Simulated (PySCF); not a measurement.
# Mn: excitation energy

Mn [Ar] 3d5 4s2 (6S) → Mn [Ar] 3d7 (4F), as a difference of total energies. Calculation: PySCF 2.14, in ANO-RCC-VTZP (6s5p3d2f1g, 59 functions); scalar relativity by spin-free X2C-1e. Correlated levels: valence and next inner shell: [Ne] frozen. The calculations carry no spin-orbit coupling.

```tsv
method	excitation energy (eV)
UHF	9.277
MP2 (valence and next inner shell)	5.059
SCS-MP2 (valence and next inner shell)	5.176
CCSD (valence and next inner shell)	6.643
CCSD(T) (valence and next inner shell)	6.355
```

Q: How much does correlation contribute at CCSD(T) (valence and next inner shell)?

A: 6.355 − (9.277) = -2.922 eV, measured against UHF.

A first-order spin-orbit estimate (lowest level to lowest level, LS coupling) adds -0.056 eV.
